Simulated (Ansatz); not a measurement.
Start from `CB(N)[SiH2]C#N` and change one atom or group to get `CB(N)[SiH2]O`.

Ansatz, PBE0-D4/def2-TZVP geometries, multiplicity 1. Each molecule was computed in one conformer, which needn't be the lowest.

```
                                          property  `CB(N)[SiH2]C#N`
             LUMO energy (ωB97M-V/def2-TZVPP) / eV              1.07
                 HOMO energy (PBE/def2-TZVPP) / eV             -6.99
               HOMO–LUMO gap (PBE/def2-TZVPP) / eV              5.18
  size of the dipole moment (B3LYP/def2-TZVPP) / D              5.53
size of the dipole moment (ωB97M-V/def2-TZVPP) / D              5.52
             HOMO–LUMO gap (B3LYP/def2-TZVPP) / eV              6.95
```

Task: What does the change do to each property? (Estimate.)

Result: Ansatz gave: 
| property | `CB(N)[SiH2]O` | shift |
| --- | --- | --- |
| LUMO energy (ωB97M-V/def2-TZVPP) / eV | 1.29 | 0.22 |
| HOMO energy (PBE/def2-TZVPP) / eV | -5.96 | 1.03 |
| HOMO–LUMO gap (PBE/def2-TZVPP) / eV | 4.56 | -0.62 |
| size of the dipole moment (B3LYP/def2-TZVPP) / D | 3.17 | -2.36 |
| size of the dipole moment (ωB97M-V/def2-TZVPP) / D | 3.20 | -2.32 |
| HOMO–LUMO gap (B3LYP/def2-TZVPP) / eV | 6.36 | -0.59 |

With PBE0 the HOMO rises by 0.96 eV and the LUMO rises by 0.39 eV, so the gap narrows by about 0.57 eV. PBE moves the HOMO by 1.03 eV and ωB97M-V by 0.92 eV. Dipoles are sizes alone; their direction can turn.

B3LYP here is the variant with VWN-RPA as its local correlation; programs differ in this.
